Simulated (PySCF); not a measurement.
C5H12S2, SMILES CSCCCSC. Atoms are numbered in the order given.

```xyz
19

C     -4.0117     0.0000     0.6656
S     -2.7274     0.0000    -0.5987
C     -1.2604     0.0000     0.4668
C      0.0000     0.0000    -0.3832
C      1.2604     0.0000     0.4668
S      2.7274     0.0000    -0.5987
C      4.0117     0.0000     0.6656
H     -3.9562    -0.8990     1.2988
H     -3.9562     0.8990     1.2988
H     -4.9783     0.0000     0.1430
H     -1.2853     0.8906     1.1182
H     -1.2853    -0.8906     1.1182
H      0.0000    -0.8838    -1.0427
H      0.0000     0.8838    -1.0427
H      1.2853     0.8906     1.1182
H      1.2853    -0.8906     1.1182
H      3.9562    -0.8990     1.2988
H      3.9562     0.8990     1.2988
H      4.9783     0.0000     0.1430
```
Charge 0, spin multiplicity 1.

Coordinates come from a PBE0-D3(BJ)/def2-SVP optimisation. The values are those of a single conformer.

Two levels are set side by side: PBE/pcSseg-1 (PySCF) and B3LYP/pcSseg-1 (PySCF). GIAO shifts against H2S (³³S), TMS (¹H), TMS (¹³C) at the same level; non-relativistic, no solvent, atoms listed together averaged. Differences are taken from unrounded values.

```
quantity                           B3LYP
---------------------------------  -----
δ(¹³C) of C1, C7 (ppm)              24.1
δ(³³S) of S2, S6 (ppm)             167.6
δ(¹³C) of C3, C5 (ppm)              45.3
δ(¹³C) of C4 (ppm)                  32.2
δ(¹H) of H11, H12, H15, H16 (ppm)   2.51
δ(¹H) of H13, H14 (ppm)             1.84
```

Q: What does PBE give, and how far is it from B3LYP? (An estimate is asked for; the answer gives what the named calculation found.)

A: 
| quantity | PBE | PBE minus B3LYP |
|---|---|---|
| δ(¹³C) of C1, C7 (ppm) | 24.3 | 0.2 |
| δ(³³S) of S2, S6 (ppm) | 178.3 | 10.7 |
| δ(¹³C) of C3, C5 (ppm) | 46.1 | 0.9 |
| δ(¹³C) of C4 (ppm) | 32.2 | -0.1 |
| δ(¹H) of H11, H12, H15, H16 (ppm) | 2.61 | 0.10 |
| δ(¹H) of H13, H14 (ppm) | 1.92 | 0.08 |

Rough cost on one machine, each run with all the roots and properties that it gave: B3LYP against PBE within a factor of 2.
